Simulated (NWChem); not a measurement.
LiCl; SMILES [Li][Cl]

```xyz
2

Li     0.0000     0.0000    -1.7123
Cl     0.0000     0.0000     0.3427
```
Atoms are numbered in this order, from 1.

Level: B3LYP/6-31G* (spherical d) (NWChem), optimised geometry, unscaled harmonic frequencies. B3LYP is NWChem's, with the RPA form of VWN correlation.

Question: List the harmonic frequencies with IR intensities, and the thermochemistry.

Answer: 
| frequency (cm⁻¹) | IR intensity (km/mol) |
|---|---|
| 630 | 107.3 |

| Item | Value |
|---|---|
| zero-point energy | 0.9 kcal/mol |
| thermal correction to the enthalpy at 298.15 K (with zero-point energy) | 3.1 kcal/mol |
| heat capacity Cv | 5.9 cal/(mol K) |
| entropy at 298.15 K and 1 atm (symmetry number 1) | 50.9 cal/(mol K) |
| dipole moment | 7.04 D |

Rigid rotor and harmonic oscillator.
